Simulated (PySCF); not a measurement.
# Polarisability and C₆ of Rh³⁸⁺ (rhodium, charge +38)

[He] 2s2 2p3, high-spin 4S determinant. Calculation: PySCF 2.14, in an uncontracted even-tempered set (19 s from 16 bohr⁻², ratio 2.2; 12 p from 20 bohr⁻², ratio 2.2; 6 d from 79 bohr⁻², ratio 2.4; 5 f from 120 bohr⁻², ratio 2.4; 4 g from 180 bohr⁻², ratio 2.4); the spin-free X2C one-electron Hamiltonian (Gaussian nucleus). Coupled (time-dependent) response in atomic units; α is the mean over directions.

```
method  mean α (bohr³)  C₆ (like pair)      S(−4)
   UHF        0.001093       1.494e-05  8.846e-06
  PBE0        0.001068       1.466e-05  8.348e-06
```

S(−4) is the Cauchy moment in α(ω) = α(0) + S(−4) ω² + …

α(iu) at UHF:

```json
{"u (hartree)": "0", "α(iu) (bohr³)": "0.001093"}
{"u (hartree)": "2.00", "α(iu) (bohr³)": "0.001059"}
{"u (hartree)": "4.00", "α(iu) (bohr³)": "0.0009702"}
{"u (hartree)": "8.00", "α(iu) (bohr³)": "0.0007424"}
{"u (hartree)": "12.0", "α(iu) (bohr³)": "0.0005586"}
{"u (hartree)": "16.0", "α(iu) (bohr³)": "0.0004381"}
{"u (hartree)": "20.0", "α(iu) (bohr³)": "0.0003615"}
{"u (hartree)": "30.0", "α(iu) (bohr³)": "0.0002641"}
{"u (hartree)": "40.0", "α(iu) (bohr³)": "0.0002209"}
{"u (hartree)": "60.0", "α(iu) (bohr³)": "0.0001799"}
{"u (hartree)": "100", "α(iu) (bohr³)": "0.0001374"}
```

A single London oscillator, α(iu) = α/(1 + u²/ω²), gives C₆ = (3/4) ω α². Matching the computed C₆ needs ω = 4 × 1.494e-05 / (3 × 0.001093²) = 16.7 hartree.

For an ion, C₆ is the dispersion term alone; charge-induced terms of lower order in 1/R come first.

Spin-orbit coupling is strong in this species (close to jj coupling), so the high-spin LS determinant is a model state, not a physical level.
